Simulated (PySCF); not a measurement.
**Mayer bond orders and bond lengths**

C₄H₁₄SSi₂.
Atom-mapped SMILES: `[CH3:1][CH2:2][S:3][CH2:4][SiH2:5][CH2:6][SiH3:7]` (hydrogens: H8, H9, H10 on C1; H11, H12 on C2; H13, H14 on C4; H15, H16 on Si5; H17, H18 on C6; H19, H20, H21 on Si7)

Cartesian coordinates in Å at the GFN2-xTB level; atoms count from 1:
```
atom  x, y, z in Å
C1    -3.124   -0.477   -0.736
C2    -2.671   -0.143    0.673
S3    -1.863    1.493    0.781
C4    -0.097    1.044    0.858
Si5    0.571    0.213   -0.719
C6     2.466    0.236   -0.644
Si7    3.257   -0.572    0.883
H8    -3.612   -1.449   -0.749
H9    -3.829    0.272   -1.088
H10   -2.277   -0.499   -1.418
H11   -3.527   -0.090    1.345
H12   -1.961   -0.875    1.055
H13    0.401    1.997    1.032
H14    0.043    0.433    1.749
H15    0.073    0.948   -1.888
H16    0.097   -1.179   -0.777
H17    2.812    1.268   -0.713
H18    2.838   -0.263   -1.538
H19    2.928    0.207    2.080
H20    4.713   -0.608    0.723
H21    2.754   -1.940    1.032
```

Bond orders from the PBE0/pcSseg-1 density (PySCF). Geometry: GFN2-xTB, one conformer, isolated molecule.

Question: Where do the orders between heavy atoms depart from those drawn in the SMILES?

Answer: The largest departure is 0.148, at C4–Si5 (drawn single, 0.852). Drawn single, order below 0.88: C4–Si5 (0.852).

Question: Set the Mayer orders of the bonds beside their lengths.

Answer: 
```
   bond  drawn as  length (Å)  Mayer order
  C1–C2    single       1.517        1.024
  C2–S3    single       1.828        0.992
  S3–C4    single       1.823        0.993
 C4–Si5    single       1.904        0.852
 Si5–C6    single       1.897        0.912
 C6–Si7    single       1.900        0.919
  C1–H8    single       1.089        0.957
  C1–H9    single       1.087        0.966
 C1–H10    single       1.087        0.957
 C2–H11    single       1.090        0.948
 C2–H12    single       1.089        0.939
 C4–H13    single       1.089        0.941
 C4–H14    single       1.090        0.926
Si5–H15    single       1.468        0.956
Si5–H16    single       1.471        0.953
 C6–H17    single       1.090        0.933
 C6–H18    single       1.089        0.938
Si7–H19    single       1.465        0.948
Si7–H20    single       1.466        0.949
Si7–H21    single       1.465        0.944
```

By pair of heavy elements: C–S: all 2 within 0.02 of one another (0.992 to 0.993). C–Si: lowest C4–Si5 (0.852, 1.904 Å), highest C6–Si7 (0.919, 1.900 Å).

Question: Sum the orders of all bonds at each heavy atom with more than one neighbour and set the sums beside the valence in the SMILES.

Answer: C1 3.904 (drawn 4), C2 3.903 (drawn 4), S3 1.985 (drawn 2), C4 3.712 (drawn 4), Si5 3.673 (drawn 4), C6 3.702 (drawn 4), Si7 3.760 (drawn 4). Orders between atoms that aren't bonded are not in these sums.

For a closed shell the Mayer order of atoms A and B is Σ (PS)μν (PS)νμ over the basis functions μ on A and ν on B, with P the density and S the overlap matrix.

The run behind these numbers computed NMR shieldings as well. The run took 70 s on an Intel Xeon at 2.70 GHz with one thread, shared host with 64 logical CPUs at a one-minute load of 62, and the process peaked at 0.95 GiB of memory.
